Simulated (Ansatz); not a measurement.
Zn₂O₂. The state is a quintet with charge 0. Geometry PBE0-D4/def2-SVP.

```xyz
4

Zn    0.147    1.679    0.389
Zn    1.017   -1.032    0.944
O    -0.776    0.280   -0.790
O    -0.388   -0.927   -0.544
```

B3LYP takes the VWN-RPA correlation. HSE06 is defined as in plane-wave codes, on full-range PBE exchange. The structure holds one bond between oxygen atoms, so isomers without such links may lie far lower. At PBE0-D4/def2-TZVP a triplet of charge 0 lies 3.20 eV below the quintet, each at its own geometry. The structure comes from a short search, and lower isomers may exist.

Question: Estimate the α-spin orbital energies around the gap (eV) in Ansatz with PBE-D4/def2-TZVP, BLYP-D4/def2-TZVP, r2SCAN-D4/def2-TZVP, B3LYP-D4/def2-TZVP, HSE06-D4/def2-TZVP.

Answer: 
```json
{"orbital": "HOMO−9", "PBE-D4/def2-TZVP": "-11.83", "BLYP-D4/def2-TZVP": "-11.74", "r2SCAN-D4/def2-TZVP": "-12.18", "B3LYP-D4/def2-TZVP": "-14.22", "HSE06-D4/def2-TZVP": "-14.29"}
{"orbital": "HOMO−8", "PBE-D4/def2-TZVP": "-11.74", "BLYP-D4/def2-TZVP": "-11.64", "r2SCAN-D4/def2-TZVP": "-12.09", "B3LYP-D4/def2-TZVP": "-14.11", "HSE06-D4/def2-TZVP": "-14.18"}
{"orbital": "HOMO−7", "PBE-D4/def2-TZVP": "-11.72", "BLYP-D4/def2-TZVP": "-11.63", "r2SCAN-D4/def2-TZVP": "-12.08", "B3LYP-D4/def2-TZVP": "-13.82", "HSE06-D4/def2-TZVP": "-13.80"}
{"orbital": "HOMO−6", "PBE-D4/def2-TZVP": "-11.72", "BLYP-D4/def2-TZVP": "-11.63", "r2SCAN-D4/def2-TZVP": "-12.06", "B3LYP-D4/def2-TZVP": "-13.75", "HSE06-D4/def2-TZVP": "-13.73"}
{"orbital": "HOMO−5", "PBE-D4/def2-TZVP": "-11.40", "BLYP-D4/def2-TZVP": "-11.32", "r2SCAN-D4/def2-TZVP": "-11.76", "B3LYP-D4/def2-TZVP": "-13.33", "HSE06-D4/def2-TZVP": "-13.24"}
{"orbital": "HOMO−4", "PBE-D4/def2-TZVP": "-7.38", "BLYP-D4/def2-TZVP": "-7.35", "r2SCAN-D4/def2-TZVP": "-7.64", "B3LYP-D4/def2-TZVP": "-8.64", "HSE06-D4/def2-TZVP": "-8.39"}
{"orbital": "HOMO−3", "PBE-D4/def2-TZVP": "-7.19", "BLYP-D4/def2-TZVP": "-7.09", "r2SCAN-D4/def2-TZVP": "-7.60", "B3LYP-D4/def2-TZVP": "-8.57", "HSE06-D4/def2-TZVP": "-8.38"}
{"orbital": "HOMO−2", "PBE-D4/def2-TZVP": "-7.10", "BLYP-D4/def2-TZVP": "-6.99", "r2SCAN-D4/def2-TZVP": "-7.49", "B3LYP-D4/def2-TZVP": "-8.07", "HSE06-D4/def2-TZVP": "-7.93"}
{"orbital": "HOMO−1", "PBE-D4/def2-TZVP": "-5.27", "BLYP-D4/def2-TZVP": "-5.14", "r2SCAN-D4/def2-TZVP": "-5.59", "B3LYP-D4/def2-TZVP": "-6.10", "HSE06-D4/def2-TZVP": "-5.87"}
{"orbital": "HOMO", "PBE-D4/def2-TZVP": "-2.83", "BLYP-D4/def2-TZVP": "-2.54", "r2SCAN-D4/def2-TZVP": "-3.11", "B3LYP-D4/def2-TZVP": "-3.33", "HSE06-D4/def2-TZVP": "-3.26"}
{"orbital": "LUMO", "PBE-D4/def2-TZVP": "-2.62", "BLYP-D4/def2-TZVP": "-2.40", "r2SCAN-D4/def2-TZVP": "-2.54", "B3LYP-D4/def2-TZVP": "-2.05", "HSE06-D4/def2-TZVP": "-2.34"}
{"orbital": "LUMO+1", "PBE-D4/def2-TZVP": "-1.03", "BLYP-D4/def2-TZVP": "-0.85", "r2SCAN-D4/def2-TZVP": "-0.87", "B3LYP-D4/def2-TZVP": "-0.48", "HSE06-D4/def2-TZVP": "-0.73"}
{"orbital": "LUMO+2", "PBE-D4/def2-TZVP": "-0.84", "BLYP-D4/def2-TZVP": "-0.67", "r2SCAN-D4/def2-TZVP": "-0.66", "B3LYP-D4/def2-TZVP": "-0.25", "HSE06-D4/def2-TZVP": "-0.52"}
{"orbital": "LUMO+3", "PBE-D4/def2-TZVP": "-0.83", "BLYP-D4/def2-TZVP": "-0.63", "r2SCAN-D4/def2-TZVP": "-0.53", "B3LYP-D4/def2-TZVP": "-0.23", "HSE06-D4/def2-TZVP": "-0.47"}
{"orbital": "LUMO+4", "PBE-D4/def2-TZVP": "0.72", "BLYP-D4/def2-TZVP": "0.86", "r2SCAN-D4/def2-TZVP": "1.16", "B3LYP-D4/def2-TZVP": "1.20", "HSE06-D4/def2-TZVP": "0.98"}
{"orbital": "LUMO+5", "PBE-D4/def2-TZVP": "2.14", "BLYP-D4/def2-TZVP": "2.31", "r2SCAN-D4/def2-TZVP": "2.83", "B3LYP-D4/def2-TZVP": "2.73", "HSE06-D4/def2-TZVP": "2.52"}
{"orbital": "β HOMO", "PBE-D4/def2-TZVP": "-6.49", "BLYP-D4/def2-TZVP": "-6.50", "r2SCAN-D4/def2-TZVP": "-6.43", "B3LYP-D4/def2-TZVP": "-7.44", "HSE06-D4/def2-TZVP": "-7.14"}
{"orbital": "β LUMO", "PBE-D4/def2-TZVP": "-5.79", "BLYP-D4/def2-TZVP": "-5.90", "r2SCAN-D4/def2-TZVP": "-5.28", "B3LYP-D4/def2-TZVP": "-5.22", "HSE06-D4/def2-TZVP": "-5.07"}
```
